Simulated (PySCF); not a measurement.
Rows and methods have been separated. Pair them.

Compound: CH5AlF3NS.
Atom-mapped SMILES: `[NH3+:1][AlH2-:2][S:3][C:4]([F:5])([F:6])[F:7]` (hydrogens: H8, H9, H10 on N1; H11, H12 on Al2)

The closed-shell ground state was solved 4 times with PySCF (density fitting, gas phase), always in the pcSseg-1 basis (158 functions), with these functionals: B3LYP, B97-D, BLYP and CAM-B3LYP. The structure is a single PBE0-D3(BJ)/def2-SVP conformer in the gas phase; no vibrational or solvent corrections.

| row | total energy (Eh) | HOMO (eV) | LUMO (eV) | dipole (D) |
| --- | --- | --- | --- | --- |
| P | -1035.8148 | -5.75 | -1.31 | 6.89 |
| Q | -1035.9755 | -5.58 | -1.41 | 6.86 |
| R | -1036.0736 | -6.79 | -0.91 | 7.09 |
| S | -1035.9410 | -8.37 | 0.28 | 7.20 |

Problem. Which functional belongs to which row?

Solution. P = B97-D, Q = BLYP, R = B3LYP, S = CAM-B3LYP. By rising HOMO–LUMO gap: BLYP (GGA) 4.17 eV; B97-D (GGA) 4.44 eV; B3LYP (global hybrid, 20 % exact exchange) 5.88 eV; CAM-B3LYP (range-separated hybrid) 8.65 eV. Total energies of different functionals aren't bounds to one another; each is stationary for its own functional.

Shape of the structure used: `[NH3+:1][AlH2-:2][S:3][C:4]([F:5])([F:6])[F:7]`: N1–Al2–S3–C4 -176°, Al2–S3–C4–F5 117°.

B97-D is run here without its empirical dispersion term; that term would change no orbital, density or response property at a fixed geometry.
